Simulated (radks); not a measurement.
The numbers below are computed, except where a source is named.
Charge is removed step by step from the 5p down level of neutral tellurium, starting from [Kr] 4d10 5s2 5p(up 3, down 1). Level of theory: scalar-relativistic Kohn-Sham, PBE, spin-polarised, spherical densities, finite nucleus; Fermi nuclear charge, rms radius 4.7423 fm (a radial shooting solver on a logarithmic mesh with Libxc functionals).

| removed (e) | E - E(0) (eV) | eigenvalue (eV) | E minus straight line (eV) |
|---|---|---|---|
| 0 | 0.000 | -5.199 | 0.000 |
| 0.125 | 0.702 | -6.032 | -0.379 |
| 0.25 | 1.508 | -6.879 | -0.653 |
| 0.375 | 2.421 | -7.740 | -0.821 |
| 0.5 | 3.443 | -8.615 | -0.880 |
| 0.625 | 4.575 | -9.502 | -0.829 |
| 0.75 | 5.819 | -10.401 | -0.666 |
| 0.875 | 7.175 | -11.312 | -0.390 |
| 1 | 8.646 | -12.231 | 0.000 |

Removing the whole electron costs 8.646 eV by Delta-SCF, against 5.199 eV from minus the eigenvalue at the starting occupation. Slater's transition state (half an electron removed) gives 8.615 eV. Integrating minus the eigenvalue over the occupation (Janak's theorem) gives 8.649 eV. In this scalar-relativistic scheme the density is built from large components alone, so the theorem holds only approximately. The mean slope of the eigenvalue, de/dn, is 7.03 eV per electron. Ionisation energy of Te in the NIST Atomic Spectra Database: 9.010 eV (measured).
